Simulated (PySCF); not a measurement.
Compound: C4H7ClSSi.
SMILES: `C#C[C@@H](C)S[SiH2]Cl`

Level of theory: TDDFT CAM-B3LYP/def2-SVPD, vertical, gas phase, core orbitals frozen in the response (PySCF 2.14.0, density-fitted response routines). Isolated species at its GFN2-xTB geometry (one conformer only). Torsions of this conformer, `[CH:1]#[C:2][C@@H:3]([CH3:4])[S:5][SiH2:6][Cl:7]`: C2–C3–S5–Si6 62°, C3–S5–Si6–Cl7 42°.

Each state is given a Gaussian of 0.5 eV full width at half maximum, with ε(max) = 2.175×10⁸ f / Δν̃ (Δν̃ the width in cm⁻¹). The width is an assumption, not a result. The curve ends short of the highest state used, and states not computed would add to its high-energy end.

E (eV), ε (L mol⁻¹ cm⁻¹) and a bar:
```
     4.50          0 
     4.54          0 
     4.58          1 
     4.62          1 
     4.65          2 
     4.69          4 
     4.73          6 
     4.76          9 
     4.80         13 
     4.84         19 
     4.87         25 
     4.91         35 
     4.95         46 
     4.98         56 
     5.02         71 
     5.06         85 #
     5.09         96 #
     5.13        109 #
     5.17        120 #
     5.21        127 #
     5.24        130 #
     5.28        129 #
     5.32        124 #
     5.35        118 #
     5.39        106 #
     5.43         92 #
     5.46         82 #
     5.50         67 
     5.54         53 
     5.57         44 
     5.61         34 
     5.65         27 
     5.68         24 
     5.72         25 
     5.76         31 
     5.79         41 
     5.83         64 
     5.87        102 #
     5.91        162 #
     5.94        226 #
     5.98        342 ##
     6.02        504 ###
     6.05        660 ####
     6.09        919 ######
     6.13       1242 ########
     6.16       1526 ##########
     6.20       1953 #############
     6.24       2424 ################
     6.27       2794 ##################
     6.31       3285 #####################
     6.35       3747 ########################
     6.38       4053 ##########################
     6.42       4383 ############################
     6.46       4599 #############################
     6.50       4685 ##############################
     6.53       4661 ##############################
```

(1) Where are the band maxima, and which computed states make them?

(2) On this curve, what absorbance would a 10⁻³ mol/L sample give at 222 nm over a 1 cm path?

(3) Coming from long wavelengths, where does ε first pass 100 L mol⁻¹ cm⁻¹?

Results:

(1) 236 nm (5.25 eV), ε about 130, made up of S1 (100%); 191 nm (6.51 eV), ε about 4700, made up of S3 (40%) and S4 (52%) (ε in L mol⁻¹ cm⁻¹; maxima over ε = 5, shares over 10%). The states used: S1 5.25 eV (f 0.0024); S2 6.29 eV (f 0.0020); S3 6.42 eV (f 0.037); S4 6.55 eV (f 0.046); S5 6.62 eV (f 0.0042); S6 6.74 eV (f 0.0032); S7 7.06 eV (f 0.0037); S8 7.13 eV (f 0.030).

(2) 222 nm is 5.585 eV, where ε is about 40 L mol⁻¹ cm⁻¹, so A = ε c l ≈ 0.04 (Beer–Lambert, with the gas-phase spectrum and the assumed width).

(3) At about 243 nm (5.10 eV), 0.15 eV below S1.

Hardware: one thread, Intel Xeon at 2.50 GHz (x86_64), no GPU, shared host with 64 logical CPUs at a one-minute load of 62. Cost: 1.8 min wall, 0.98 GiB resident at most.
